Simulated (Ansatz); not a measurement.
BH3O (SMILES BO), charge 0, multiplicity 1, relaxed at each level with Ansatz (a quantum-chemistry and plane-wave program); harmonic frequencies from differences of analytic forces, average atomic masses, frozen cores.

```tsv
level	B1–O2 (Å)	B1–H3 (Å)	B1–H4 (Å)	O2–H5 (Å)	O2–B1–H3 (°)	O2–B1–H4 (°)	H3–B1–H4 (°)	dipole (D)
HF/def2-TZVPP	1.3412	1.1892	1.1953	0.9392	117.7	120.7	121.7	1.54
PBE/def2-TZVPP	1.3591	1.2014	1.2069	0.9703	116.3	120.7	123.0	1.58
r2SCAN/def2-TZVPP	1.3520	1.1943	1.2001	0.9612	116.6	120.6	122.8	1.57
B3LYP/def2-TZVPP	1.3513	1.1907	1.1960	0.9611	116.8	120.7	122.6	1.57
PBE0/def2-TZVPP	1.3477	1.1954	1.2009	0.9585	116.8	120.6	122.6	1.57
wB97X-V/def2-TZVPP	1.3545	1.1960	1.2017	0.9598	116.8	120.4	122.8	1.56
MP2/cc-pVTZ	1.3570	1.1884	1.1938	0.9610	116.6	120.7	122.8	1.55
CCSD(T)/cc-pVDZ	1.3627	1.2083	1.2140	0.9674	116.2	121.2	122.7	1.66
CCSD(T)/cc-pVTZ	1.3572	1.1923	1.1978	0.9609	116.7	120.6	122.7	1.54
```
